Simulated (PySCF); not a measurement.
**Interval between two levels of Ta by level of theory**

Ta [Xe] 4f14 5d3 6s2 [4F9/2, M_J = 9/2] → Ta [Xe] 4f14 5d3 6s1 6p1 [6G13/2, M_J = 13/2], as a difference of total energies. Calculation: PySCF 2.14, in x2c-SVPall-2c with one added diffuse shell each of s, d type (8s9p10d2f, 99 functions); the two-component X2C-1e Hamiltonian. "Screened" scales the spin-orbit matrix elements by Boettger's factors to mimic the two-electron term; Breit and QED terms are absent.

```json
{"method": "GHF (spin-free)", "interval between two levels (cm⁻¹)": "9092.0"}
{"method": "GHF (screened spin-orbit)", "interval between two levels (cm⁻¹)": "11164"}
```

The labels give the starting determinants; with spin-orbit coupling the two ends relaxed to ⟨J²⟩ = 24.91, ⟨L²⟩ = 12.81, ⟨S²⟩ = 4.02 and ⟨J²⟩ = 48.77, ⟨L²⟩ = 20.55, ⟨S²⟩ = 8.63.
